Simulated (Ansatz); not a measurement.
The cluster Cd2S2 (the lowest singlet isomer of a short search). Charge 0, multiplicity 1. Geometry r2SCAN-D4/def2-SVP, basis def2-TZVP, Ansatz.

Cartesian coordinates in Å:
```
Cd -2.006 -0.858 0.754
Cd 2.005 0.858 -0.755
S 0.465 -1.061 0.031
S -0.465 1.061 -0.029
```

| run | HOMO (eV) | LUMO (eV) |
| --- | --- | --- |
| A | -6.28 | -3.24 |
| B | -4.82 | -4.49 |
| C | -6.82 | -3.17 |
| D | -4.65 | -4.20 |
| E | -5.57 | -3.93 |
| F | -4.58 | -4.10 |

In the def2 sets Cd takes a core potential; there is no spin–orbit coupling. B3LYP takes the VWN-RPA correlation. The order of the spin states hangs on the level: the triplet lies 0.07 eV below the singlet at PBE0-D4/def2-TZVP, but 0.19 eV above it at LDA (SPW92)/def2-TZVP. The singlet is doubtful at PBE0-D4/def2-TZVP (restricted singlet, unstable towards broken spin symmetry). Another isomer (singlet) lies 0.06 eV lower at PBE-D4/def2-TZVP.

**Question.** The runs used B3LYP, BHLYP, CAM-B3LYP, LDA (SPW92), PBE, revPBE. Estimate which is which.

**Answer.** A BHLYP (50 % exact exchange); B LDA (SPW92) (0 % exact exchange); C CAM-B3LYP (range-separated); D PBE (0 % exact exchange); E B3LYP (20 % exact exchange); F revPBE (0 % exact exchange). Exact exchange lowers occupied and raises empty levels; among semilocal functionals meta-GGAs tend to open the gap a little, and such runs are hard to tell apart. The gap grows from 0.33 eV (LDA (SPW92)) to 3.64 eV (CAM-B3LYP).
